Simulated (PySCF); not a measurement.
A PySCF run on GeH

State: ²Π (doublet), unpaired electrons π ↑.

An equivalent input (the run itself took its basis sets from the Basis Set Exchange, started from a PBE0 density and held the occupation σ 8α 8β, πx 4α 3β, πy 3α 3β, δx 1α 1β, δy 1α 1β):

```python
from pyscf import gto, dft
mol = gto.M(atom='Ge 0 0 0; H 0 0 1.604', basis={'Ge': 'def2-SVPD', 'H': 'def2-SVPD'},
            charge=0, spin=1, verbose=4, symmetry='C2v')
mf = dft.UKS(mol, xc='B3LYP')
mf.grids.atom_grid = (80, 434)
mf.grids.prune = dft.gen_grid.treutler_prune
mf.irrep_nelec = {'A1': (9, 9), 'A2': (1, 1), 'B1': (4, 3), 'B2': (3, 3)}
mf.conv_tol = 1e-9
mf.max_cycle = 60
mf.diis_space = 10
mf.kernel()
```

The log (some set-up lines and the per-cycle HOMO/LUMO lines removed):

```
******** <class 'pyscf.dft.uks_symm.SymAdaptedUKS'> ********
method = SymAdaptedUKS
damping factor = 0
level_shift factor = 0
DIIS = <class 'pyscf.scf.diis.CDIIS'>
diis_start_cycle = 1
diis_space = 10
diis_damp = 0
SCF conv_tol = 1e-09
SCF conv_tol_grad = None
SCF max_cycles = 60
number electrons alpha = 17  beta = 16
Set gradient conv threshold to 3.16228e-05
init E= -2077.31570232318
cycle= 1 E= -2077.3159439361  delta_E= -0.000242  |g|= 0.0228  |ddm|= 0.121
cycle= 2 E= -2077.31593126365  delta_E= 1.27e-05  |g|= 0.0244  |ddm|= 0.0353
cycle= 3 E= -2077.31604126691  delta_E= -0.00011  |g|= 0.000388  |ddm|= 0.0161
cycle= 4 E= -2077.31604136435  delta_E= -9.74e-08  |g|= 0.000137  |ddm|= 0.00116
cycle= 5 E= -2077.31604138339  delta_E= -1.9e-08  |g|= 4.1e-05  |ddm|= 0.000341
cycle= 6 E= -2077.31604138511  delta_E= -1.71e-09  |g|= 7.82e-06  |ddm|= 0.000101
cycle= 7 E= -2077.31604138521  delta_E= -1.04e-10  |g|= 1.72e-06  |ddm|= 2.3e-05
Extra cycle  E= -2077.31604138522  delta_E= -6.82e-12  |g|= 8.2e-07  |ddm|= 4.99e-06
converged SCF energy = -2077.31604138522  <S^2> = 0.75265416  2S+1 = 2.0026524
```

Repeating this along the bond gives Re = 1.609 Å and ωe = 1874 cm⁻¹.

A point of this curve took 0.54 CPU seconds beside 0.064 for the integrals, on Arm Neoverse V2 (shared host).

Spin–orbit coupling is left out. The state is the lowest determinant that a PBE0 search found; another state may lie lower at other levels.
